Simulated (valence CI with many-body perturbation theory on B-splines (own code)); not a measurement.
## Dy LI: what each term of the Hamiltonian does

Computed by relativistic CI+MBPT: six valence electrons over a frozen Dirac-Fock core [Ne], radial functions for each j: 9 s, 9 p, 8 d, 6 f, 3 g, 1 h, with the one-electron correlation potential Σ1, the two-electron term Σ2, the three-electron term Σ3, Breit, model QED; selected CI, second order for the rest, scaled by the run's own slope (own B-spline code, finite nucleus).

The last digits are not significant, and no measured levels were compared; by estimate large intervals hold to a few tenths of a per cent, small ones and those within an open d or f shell to about a per cent. Among the levels kept, up to 1100 cm⁻¹ of a level comes from second order outside the variational space, and about a tenth of that is noise between levels of different J, which matters for small intervals.

Each rung adds one term. CI alone is the Dirac-Coulomb CI over the frozen core; QED comes last and gives the full result, which names the levels. Energies are above (3s^2 3p1/2^2 3p3/2^2) J=2 on the same rung, in Ry.

Levels are named by their leading jj configuration (3d3/2^4 stands for four electrons in 3d with j = 3/2), which in mixed levels can hold well under half, so a name can repeat and another be missing. Letters in brackets count levels of one name in rising energy.

```
                             Level  CI alone
        (3s^2 3p1/2^2 3p3/2^2) J=0     1.228
          (3s^2 3p1/2 3p3/2^3) J=1    14.802
    (3s^2 3p1/2^2 3p3/2 3d3/2) J=2    15.001
          (3s^2 3p1/2 3p3/2^3) J=2    15.458
    (3s^2 3p1/2^2 3p3/2 3d3/2) J=1    15.494
    (3s^2 3p1/2^2 3p3/2 3d3/2) J=0    15.505
    (3s^2 3p1/2^2 3p3/2 3d3/2) J=3    15.584
    (3s^2 3p1/2^2 3p3/2 3d5/2) J=4    18.828
    (3s^2 3p1/2^2 3p3/2 3d5/2) J=2    19.095
    (3s^2 3p1/2^2 3p3/2 3d5/2) J=3    20.451
    (3s^2 3p1/2^2 3p3/2 3d5/2) J=1    21.087
          (3s 3p1/2^2 3p3/2^3) J=2    26.271
          (3s 3p1/2^2 3p3/2^3) J=1    27.617
(3s^2 3p1/2 3p3/2^2 3d3/2) J=2 [a]    29.237
    (3s^2 3p1/2 3p3/2^2 3d3/2) J=0    29.296
(3s^2 3p1/2 3p3/2^2 3d3/2) J=1 [a]    29.351
```

Problem. What do these energies become with core correlation, Breit and QED?

Solution. (3s^2 3p1/2^2 3p3/2^2) J=0 1.244 (+0.0167); (3s^2 3p1/2 3p3/2^3) J=1 14.671 (-0.1304); (3s^2 3p1/2^2 3p3/2 3d3/2) J=2 14.864 (-0.1368); (3s^2 3p1/2 3p3/2^3) J=2 15.299 (-0.1586); (3s^2 3p1/2^2 3p3/2 3d3/2) J=1 15.360 (-0.1344); (3s^2 3p1/2^2 3p3/2 3d3/2) J=0 15.401 (-0.1040); (3s^2 3p1/2^2 3p3/2 3d3/2) J=3 15.419 (-0.1649); (3s^2 3p1/2^2 3p3/2 3d5/2) J=4 18.580 (-0.2472); (3s^2 3p1/2^2 3p3/2 3d5/2) J=2 18.863 (-0.2327); (3s^2 3p1/2^2 3p3/2 3d5/2) J=3 20.183 (-0.2685); (3s^2 3p1/2^2 3p3/2 3d5/2) J=1 20.856 (-0.2313); (3s 3p1/2^2 3p3/2^3) J=2 26.050 (-0.2207); (3s 3p1/2^2 3p3/2^3) J=1 27.394 (-0.2228); (3s^2 3p1/2 3p3/2^2 3d3/2) J=2 [a] 28.951 (-0.2857); (3s^2 3p1/2 3p3/2^2 3d3/2) J=0 29.022 (-0.2739); (3s^2 3p1/2 3p3/2^2 3d3/2) J=1 [a] 29.076 (-0.2757).

Problem. How does the ionisation energy move along the ladder, and which term matters most?

Solution. CI alone 4528.2, + Σ1 4529.1, + Σ2 4529.4, + Σ3 4528.6, + Breit 4525.1, + QED 4524.8 eV. The largest step is Breit, -3.5 eV. NIST lists 4523 ± 4 eV (theoretical).
